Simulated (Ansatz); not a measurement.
Program: Ansatz. Geometries: PBE0-D4/def2-TZVP. ΔE: electronic, gas phase. CCSD(T)/CBS adds triple-zeta CCSD(T) − MP2 to the extrapolated MP2 energy (def2 sets, frozen cores). Functionals use def2-TZVPP. B3LYP here is the variant with VWN-RPA as its local correlation; programs differ in this. For Ge outer-core shells are correlated without core-valence functions, which leaves a few kJ/mol of doubt a bond. Scalar relativity is left out up to krypton. Each species was taken in one conformer, which may not be the lowest.

`CB(F)F` + `C[O][GeH2][AlH2]` → `F[B](F)[AlH2]` + `C[O][GeH2][CH3]`  (redistribution)

Task: Is it downhill or uphill in electronic energy at CCSD(T)/CBS, and by how much? (Estimate.)

Result: The calculation gave: Uphill: ΔE = +15.9 kcal/mol.

Task: What do these levels give: PBE-D4, r2SCAN-D4, PBE0-D4, PBE0, B3LYP, MP2/def2-TZVPP, CCSD/def2-TZVPP, HF/def2-QZVPP, SCS-MP2/def2-QZVPP, HF/CBS(def2), MP2/CBS(def2), CCSD/CBS(def2)? (An estimate is asked.)

Result: The calculation gave: PBE-D4 17.4, r2SCAN-D4 18.2, PBE0-D4 17.7, PBE0 17.6, B3LYP 16.9, MP2/def2-TZVPP 15.6, CCSD/def2-TZVPP 15.9, HF/def2-QZVPP 16.3, SCS-MP2/def2-QZVPP 15.1, HF/CBS(def2) 16.3, MP2/CBS(def2) 15.7, CCSD/CBS(def2) 16.0 kcal/mol.

Largest T1 diagnostic among the species: 0.014.
